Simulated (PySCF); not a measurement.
**Bond curve of CsAl⁺**

Set-up: basis Cs def2-SVPD with ECP46, Al def2-SVPD; scalar-relativistic core potentials; PySCF 2.14. Energies in eV from Cs⁺ + Al in their ground configurations at the same level. State: ²Σ⁺ (doublet), unpaired electrons σ ↑.

```
R (Å)  UHF-CCSD(T)      UHF
3.744               -0.1357
3.919      -0.3035  -0.2334
4.093      -0.3494  -0.2929
4.223      -0.3678  -0.3195
4.354      -0.3761  -0.3347
4.485      -0.3768  -0.3413
4.659      -0.3692  -0.3401
4.877      -0.3506  -0.3279
5.138      -0.3209  -0.3040
5.486               -0.2653
```

Task: Put a parabola through the three lowest points of the UHF-CCSD(T) curve and estimate Re, k and ωe (reduced mass 22.43 u; 1 eV/Å² = 0.16022 mdyn/Å; ωe = 1302.8·√(k/μ) cm⁻¹).

Result: Through R = 4.354, 4.485, 4.659 Å the second-order coefficient is 0.161 eV/Å², so Re ≈ 4.436 Å, k ≈ 0.0515 mdyn/Å and ωe ≈ 62 cm⁻¹. A polynomial fit of higher order to the unrounded UHF-CCSD(T) energies gives Re = 4.432 Å, k = 0.0598 mdyn/Å, ωe = 67.3 cm⁻¹; anharmonicity and rounding make the difference.

The higher-order fit for each curve: UHF-CCSD(T): Re = 4.432 Å, ωe = 67.3 cm⁻¹, De = 0.377 eV; UHF: Re = 4.548 Å, ωe = 63.4 cm⁻¹, De = 0.342 eV.

Correlated steps freeze 5 core orbitals. The bond is weak. Basis-set superposition, not corrected here, can be much of De in a small basis, most of all at correlated wavefunction levels. These are scalar-relativistic numbers at best; spin–orbit coupling would shift them, the dissociation energy most. For an ion De counts to the pair picked by the measured ionisation energies or electron affinities, which need not be the lowest pair at this level. The state is the lowest determinant that a PBE0 search found; another state may lie lower at other levels.
